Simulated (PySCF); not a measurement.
## Radial density of Sn⁻ (tin, charge -1)

UHF, [Kr] 4d10 5s2 5p3, high-spin 4S determinant. All numbers are calculated (PySCF 2.14, scalar relativity through the core potential, in aug-cc-pVTZ-PP with ECP28MDF). This is the valence pseudo-density: the core potential removes the inner electrons and smooths the orbitals near the nucleus.

| r (bohr) | 4πr²ρ (e/bohr) | 4πr²(ρα − ρβ) |
| --- | --- | --- |
| 0.00444 | 1.409e-05 | 0.0000 |
| 0.00747 | 3.702e-05 | 0.0000 |
| 0.0126 | 8.728e-05 | 0.0000 |
| 0.0211 | 0.0001733 | 0.0000 |
| 0.0356 | 0.0003108 | 0.0000 |
| 0.0598 | 0.0006073 | 0.0000 |
| 0.101 | 0.002868 | 0.0000 |
| 0.169 | 0.03194 | 0.0000 |
| 0.285 | 0.5495 | 0.0009 |
| 0.479 | 8.036 | 0.0336 |
| 0.805 | 22.97 | 0.0304 |
| 1.35 | 8.637 | 0.0767 |
| 2.28 | 2.341 | 0.8367 |
| 3.83 | 0.9484 | 0.7074 |
| 6.45 | 0.1520 | 0.1428 |
| 10.8 | 0.007103 | 0.0071 |

Energies and moments cover only the electrons outside the core potential.
